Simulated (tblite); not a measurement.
Input of a run (GFN2-xTB geometry optimisation, gas phase (tblite 0.8.0)), started from a force field or distance geometry:
```
{"job": {"kind": "relax", "xc": "GFN2-xTB", "basis": "xTB"}, "charge": 0, "multiplicity": 1}
Si     3.584700     0.521700     0.153100
C      1.780300     0.228000    -0.134400
C      1.200700    -0.980400    -0.238000
Si    -0.604900    -1.271100    -0.529200
C     -1.660800    -0.213700     0.619300
C     -2.032400     1.182200     0.175400
C     -3.075800     0.108500     0.208100
H      4.333100    -0.750800     0.104900
H      3.778400     1.148400     1.485000
H      4.089300     1.439600    -0.887300
H      1.208600     1.141300    -0.191700
H      1.760600    -1.900400    -0.174600
H     -0.895900    -2.708600    -0.252700
H     -0.927300    -0.987800    -1.941100
H     -1.462900    -0.366400     1.665900
H     -1.720000     1.553000    -0.782000
H     -2.069700     1.958400     0.942400
H     -3.827100     0.148600     0.995500
H     -3.468700    -0.241400    -0.731800
```

Output (eV, eV/Å):
```
step      E/eV     max force
  0    -549.68160    0.996
  1    -549.72883    0.840
  2    -549.75183    0.403
  3    -549.76586    0.299
  4    -549.77345    0.199
  5    -549.78095    0.142
  6    -549.78360    0.129
  7    -549.78544    0.133
  8    -549.78715    0.099
  9    -549.78859    0.078
 10    -549.78937    0.061
 11    -549.78983    0.057
 12    -549.79019    0.048
 13    -549.79046    0.034
 14    -549.79062    0.027
 15    -549.79073    0.026
 16    -549.79084    0.031
 17    -549.79096    0.027
 18    -549.79104    0.018
 19    -549.79109    0.016
 20    -549.79114    0.022
 21    -549.79120    0.025
 22    -549.79129    0.025
 23    -549.79142    0.031
 24    -549.79157    0.031
 25    -549.79173    0.027
 26    -549.79191    0.044
 27    -549.79215    0.054
 28    -549.79243    0.047
 29    -549.79271    0.037
 30    -549.79297    0.039
 31    -549.79324    0.066
 32    -549.79365    0.089
 33    -549.79425    0.096
 34    -549.79494    0.081
 35    -549.79559    0.066
 36    -549.79621    0.077
 37    -549.79695    0.094
 38    -549.79774    0.088
 39    -549.79813    0.060
 40    -549.79857    0.047
 41    -549.79875    0.031
 42    -549.79891    0.032
 43    -549.79918    0.036
 44    -549.79954    0.036
 45    -549.79988    0.037
 46    -549.80009    0.044
 47    -549.80031    0.034
 48    -549.80060    0.041
 49    -549.80089    0.037
 50    -549.80115    0.034
 51    -549.80131    0.029
 52    -549.80150    0.026
 53    -549.80166    0.027
 54    -549.80181    0.028
 55    -549.80198    0.032
 56    -549.80217    0.031
 57    -549.80234    0.031
 58    -549.80249    0.029
 59    -549.80262    0.030
 60    -549.80278    0.038
 61    -549.80300    0.037
 62    -549.80327    0.043
 63    -549.80353    0.036
 64    -549.80373    0.030
 65    -549.80390    0.032
 66    -549.80406    0.029
 67    -549.80417    0.023
 68    -549.80412    0.063
 69    -549.80430    0.024
 70    -549.80435    0.020
 71    -549.80446    0.020
 72    -549.80457    0.031
 73    -549.80469    0.032
 74    -549.80477    0.021
 75    -549.80483    0.016
 76    -549.80487    0.019
 77    -549.80493    0.019
 78    -549.80501    0.019
 79    -549.80509    0.023
 80    -549.80518    0.023
 81    -549.80525    0.021
 82    -549.80531    0.019
 83    -549.80538    0.016
 84    -549.80544    0.018
 85    -549.80548    0.019
 86    -549.80552    0.013
 87    -549.80556    0.013
 88    -549.80560    0.014
 89    -549.80565    0.018
 90    -549.80568    0.014
 91    -549.80571    0.013
 92    -549.80574    0.011
 93    -549.80579    0.023
 94    -549.80584    0.031
 95    -549.80592    0.030
 96    -549.80602    0.021
 97    -549.80614    0.023
 98    -549.80626    0.024
 99    -549.80638    0.029
100    -549.80648    0.024
101    -549.80661    0.024
102    -549.80680    0.032
103    -549.80704    0.043
104    -549.80729    0.040
105    -549.80751    0.039
106    -549.80768    0.035
107    -549.80771    0.048
108    -549.80792    0.028
109    -549.80804    0.022
110    -549.80822    0.026
111    -549.80830    0.024
112    -549.80838    0.041
113    -549.80847    0.016
114    -549.80853    0.016
115    -549.80859    0.017
116    -549.80865    0.014
117    -549.80869    0.014
118    -549.80874    0.015
119    -549.80879    0.017
120    -549.80887    0.019
121    -549.80894    0.014
122    -549.80899    0.012
123    -549.80901    0.011
124    -549.80905    0.013
125    -549.80911    0.014
126    -549.80918    0.017
127    -549.80925    0.019
128    -549.80931    0.018
129    -549.80934    0.015
130    -549.80937    0.013
131    -549.80941    0.012
132    -549.80945    0.014
133    -549.80949    0.018
134    -549.80955    0.021
135    -549.80961    0.023
136    -549.80968    0.018
137    -549.80974    0.018
138    -549.80979    0.019
139    -549.80982    0.015
140    -549.80986    0.016
141    -549.80990    0.017
142    -549.80997    0.024
143    -549.81007    0.036
144    -549.81023    0.044
145    -549.81036    0.029
146    -549.81030    0.066
147    -549.81058    0.024
148    -549.81066    0.020
149    -549.81083    0.023
150    -549.81096    0.032
151    -549.81110    0.033
152    -549.81121    0.022
153    -549.81130    0.017
154    -549.81137    0.018
155    -549.81141    0.023
156    -549.81145    0.019
157    -549.81147    0.011
158    -549.81149    0.008
```

Summarise the run.

The energy falls by 3.0 kcal/mol over 158 L-BFGS steps, the largest force on an atom goes from 1.00 to 0.008 eV/Å, and the atoms move by 0.375 Å rms after alignment. The bond that changes most is C3–Si4 (alkene CH carbon to SiH2 silicon), which lengthens by 0.033 Å. Bonds longer at the end by more than 0.005 Å: 6 of 19; shorter: 10. Among the angles that change most is C2–C3–H12, from 122.6° to 118.1°. Among the dihedrals that turn most is C2–C3–Si4–C5, from -47° to -10°. The energy rose by more than 1e-5 eV at steps 68 and 146. The first step brought 36 % of the lowering.

What are the final bond lengths?

Si1–C2 1.881 Å, C2=C3 1.332 Å, C3–Si4 1.885 Å, Si4–C5 1.883 Å, C5–C6 1.504 Å, C6–C7 1.492 Å, C5–C7 1.502 Å, Si1–H8 1.464 Å, Si1–H9 1.466 Å, Si1–H10 1.467 Å, C2–H11 1.085 Å, C3–H12 1.085 Å, Si4–H13 1.471 Å, Si4–H14 1.471 Å, C5–H15 1.085 Å, C6–H16 1.080 Å, C6–H17 1.081 Å, C7–H18 1.080 Å, C7–H19 1.080 Å. Numbering counts from 1 in the input's order; the species is `[SiH3]/C=C/[SiH2]C1CC1`.

On an Arm Neoverse N1 with one thread, shared host, this took 2.0 s wall.

Its GFN2-xTB frequencies are all real (lowest 31 cm⁻¹). The numbers are those of one conformer.

These are computed values.
